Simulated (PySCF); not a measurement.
Calculation: B3LYP-D3(BJ)/def2-TZVP (PySCF). All species are isolated molecules in the gas phase. One relaxed conformer stands for a flexible species; it need not be the lowest. B3LYP has the VWN-RPA correlation part, as in Gaussian. Delta-SCF ions had no search for a lower state. Excitations are Tamm–Dancoff values on a coarser integration grid. The basis has no diffuse functions, so Rydberg states are missing or too high.

Reference species (SMILES): `N[Si](N)(N)F` (neutral, multiplicity 1).

```
Quantity                                  Value
--------------------------------------  -------
vertical ionisation energy (Delta-SCF)  9.48 eV
T1 excitation (TDA)                     6.32 eV
```

Changed species: `N[Si](F)(F)F` (1 of 4 F replaced by NH2; the reference has 3 of 4 F replaced by NH2).

Problem. Predict the effect on the vertical ionisation energy (Delta-SCF) and T1 excitation (TDA).

Solution. the vertical ionisation energy (Delta-SCF) rises by 1.91 eV, to 11.39 eV; the T1 excitation (TDA) rises by 0.37 eV, to 6.69 eV.
